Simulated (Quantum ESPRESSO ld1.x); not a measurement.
All-electron atom: Bi IV in [Xe] 4f14 5d10 6s1 6p1 (not the ground configuration). Method: scalar-relativistic Kohn-Sham, LDA (Slater exchange, Perdew-Wang correlation), spin-polarised, spherical densities, point nucleus; open shells are filled with parallel spins first; computed with ld1.x of Quantum ESPRESSO 7.5.

Radial electron density D(r) = 4 pi r^2 rho(r):

| r (bohr) | D(r) (e/bohr) | spin D(r) |
|---|---|---|
| 0.001493 | 22.96 | 0.00270 |
| 0.001724 | 27.76 | 0.00324 |
| 0.002008 | 33.70 | 0.00389 |
| 0.002337 | 40.60 | 0.00463 |
| 0.002721 | 48.46 | 0.00544 |
| 0.003167 | 57.24 | 0.00630 |
| 0.003658 | 66.27 | 0.00714 |
| 0.004258 | 76.29 | 0.00798 |
| 0.004958 | 86.43 | 0.00871 |
| 0.005771 | 96.10 | 0.00923 |
| 0.006665 | 104.2 | 0.00945 |
| 0.007759 | 111.0 | 0.00930 |
| 0.009033 | 115.2 | 0.00873 |
| 0.01052 | 116.4 | 0.00782 |
| 0.01224 | 114.7 | 0.00676 |
| 0.01414 | 111.0 | 0.00602 |
| 0.01646 | 106.4 | 0.00609 |
| 0.01916 | 103.3 | 0.00775 |
| 0.02231 | 104.0 | 0.0116 |
| 0.02576 | 109.9 | 0.0171 |
| 0.02999 | 121.7 | 0.0241 |
| 0.03491 | 136.9 | 0.0299 |
| 0.04065 | 150.7 | 0.0312 |
| 0.04732 | 157.8 | 0.0252 |
| 0.05465 | 155.1 | 0.0130 |
| 0.06362 | 143.7 | -0.00169 |
| 0.07406 | 130.2 | -0.00839 |
| 0.08622 | 123.7 | 0.00204 |
| 0.09958 | 128.6 | 0.0271 |
| 0.1159 | 141.0 | 0.0540 |
| 0.135 | 148.5 | 0.0585 |
| 0.1571 | 139.8 | 0.0322 |
| 0.1829 | 116.4 | 0.00108 |
| 0.2112 | 93.84 | 0.00607 |
| 0.2459 | 84.48 | 0.0580 |
| 0.2863 | 91.19 | 0.108 |
| 0.3333 | 99.85 | 0.0911 |
| 0.3849 | 96.08 | 0.0244 |
| 0.4481 | 77.55 | -0.00136 |
| 0.5216 | 54.38 | 0.0936 |
| 0.6072 | 37.60 | 0.241 |
| 0.7069 | 29.89 | 0.278 |
| 0.8164 | 26.94 | 0.148 |
| 0.9504 | 23.65 | -0.0248 |
| 1.106 | 18.64 | 0.0000601 |
| 1.288 | 13.03 | 0.323 |
| 1.488 | 8.509 | 0.777 |
| 1.732 | 5.132 | 1.16 |
| 2.016 | 3.006 | 1.26 |
| 2.347 | 1.706 | 1.06 |
| 2.732 | 0.9036 | 0.709 |
| 3.156 | 0.4412 | 0.391 |
| 3.674 | 0.1733 | 0.164 |
| 4.277 | 0.05374 | 0.0526 |
| 4.979 | 0.01250 | 0.0124 |
| 5.75 | 0.002299 | 0.00229 |
| 6.694 | 0.0002625 | 0.000262 |

D(r) has 4 maxima, at r = 0.0103, 0.0489, 0.136, 0.347 bohr, and minima at 0.0203, 0.0869, 0.246 bohr, inside which lie 1.87, 10.98, 30.07 electrons.
